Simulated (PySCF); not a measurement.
Nuclear quadrupole coupling in `CCCN[Si@@H]1CC=N1`

C5H12N2Si.
Z-matrix (Å and degrees, GFN2-xTB geometry), rows numbered from 1:
```
C 
C   1  1.5220
C   2  1.5320  1  112.60
N   3  1.4426  2  113.96  1    68.36
Si  4  1.7109  3  123.79  2   -87.67
C   5  1.9248  4  115.71  3  -166.80
C   6  1.4902  5   81.73  4  -119.19
N   7  1.2761  6  110.27  5     1.96
H   1  1.0876  2  110.31  3    60.55
H   1  1.0869  2  110.82  3   -59.42
H   1  1.0875  2  110.31  3  -179.63
H   2  1.0927  1  109.61  3   121.18
H   2  1.0923  1  109.67  3  -120.63
H   3  1.0905  2  109.60  1   -52.21
H   3  1.0965  2  109.04  1  -170.49
H   4  1.0100  3  111.26  2    61.49
H   5  1.4526  4  110.14  3   -31.33
H   6  1.0872  5  119.43  4   128.22
H   6  1.0873  5  118.54  4    -7.66
H   7  1.0834  6  127.17  5  -178.09
```

Field gradients from the PBE0/pcSseg-1 density (PySCF, non-relativistic), principal values in atomic units, ordered |Vxx| ≤ |Vyy| ≤ |Vzz|:

```json
{"atom": "N4", "Vxx": "0.2940", "Vyy": "0.6558", "Vzz": "-0.9498"}
{"atom": "N8", "Vxx": "0.0954", "Vyy": "0.9746", "Vzz": "-1.0700"}
```

Problem. Find the asymmetry η = (Vxx − Vyy)/Vzz and the couplings χ = eQV/h (234.96 MHz × Q in barn × V in au), with Q(14N) = 0.02044 b.

Solution. 
| atom | environment | nucleus | η | χzz (MHz) | χxx (MHz) | χyy (MHz) |
| --- | --- | --- | --- | --- | --- | --- |
| N4 | silicon-bound nitrogen | 14N | 0.38 | -4.562 | 1.412 | 3.149 |
| N8 | C=N nitrogen | 14N | 0.82 | -5.14 | 0.46 | 4.68 |

The tensor is traceless: Vxx + Vyy + Vzz = 0.

Problem. What is Vzz at N8 in SI units (1 au = 9.71736 × 10²¹ V/m²)?

Solution. -1.0700 au = -10.398 × 10²¹ V/m².

Problem. And the gradient at the other heavy atoms, for which no coupling is worked out here?

Solution. 
```
atom                   environment  Vzz (au)     η
  C1                 methyl carbon     0.059  0.56
  C2              chain CH2 carbon    -0.034  0.74
  C3  sp3 carbon bound to nitrogen     0.246  0.22
 Si5                   SiH silicon     0.370  0.74
  C6   sp3 carbon bound to silicon    -0.103  0.44
  C7                    C=N carbon     0.475  0.24
```

Were the hydrogens deuterons (Q(2H) = 0.00286 b), χzz would run from 113 kHz (H17) to 279 kHz (H16).

Isolated species at its GFN2-xTB geometry (one conformer only). GFN2-xTB bond lengths can be off by several hundredths of an ångström, more for odd bonds, and the gradients follow them. These gradients aren't converged with respect to the basis.
